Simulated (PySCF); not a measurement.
# `F[C@@H]1C[C@H]2[C@@H]1C[C@@H]2Cl`, C6H8ClF

Cartesian coordinates in Å; atom numbers follow the order of the lines, from 1:
```xyz
16

F    -1.026   -2.102    0.295
C    -1.224   -0.773    0.577
C    -1.374    0.132   -0.655
C    -0.163    0.958   -0.189
C     0.032   -0.001    1.006
C     1.338   -0.509    0.372
C     1.163    0.479   -0.791
Cl    2.411    1.743   -0.851
H    -2.053   -0.731    1.288
H    -2.312    0.678   -0.693
H    -1.226   -0.394   -1.596
H    -0.301    2.029   -0.083
H     0.080    0.322    2.041
H     2.218   -0.316    0.979
H     1.323   -1.557    0.082
H     1.107    0.051   -1.792
```

The calculation used PySCF 2.14.0, TDDFT B3LYP/def2-SVPD circular dichroism and optical rotation, one conformer, gas phase. Geometry: GFN2-xTB.

States above about 7.9 eV (minus the energy of the highest occupied orbital) lie near or above the ionisation threshold and depend on the basis.

Stereocentres: C2 R, C4 S, C5 S, C7 S.

(1) Give the optical rotatory dispersion at 633, 589.3, 546, 436, 405, 365, 355 nm.

(2) And for the mirror image at 589.3 nm?

(3) What is the molar rotation [Φ] = [α]·M/100 of the geometry above at 589.3 nm?

Answers

(1) [α] in deg dm⁻¹ (g/mL)⁻¹:
```csv
λ (nm),origin-invariant length gauge,modified velocity gauge,length gauge (centre of mass),isotropic polarisability (au)
633,+78.2,+82.8,+79.6,81.0
589.3,+91.4,+96.8,+93.0,81.2
546,+108.3,+114.6,+110.2,81.6
436,+181.8,+192.1,+185.0,82.8
405,+217.3,+229.5,+221.0,83.4
365,+282.1,+297.7,+286.9,84.4
355,+303.2,+319.9,+308.3,84.7
```

(2) -91.4 deg dm⁻¹ (g/mL)⁻¹ (origin-invariant length gauge): the same size and the opposite sign.

(3) With M = 134.58 g/mol, +123.1 deg cm² dmol⁻¹ (origin-invariant length gauge).

The first excitation lies at 6.83 eV (182 nm) with R = -1.3 × 10⁻⁴⁰ esu² cm² (velocity form).
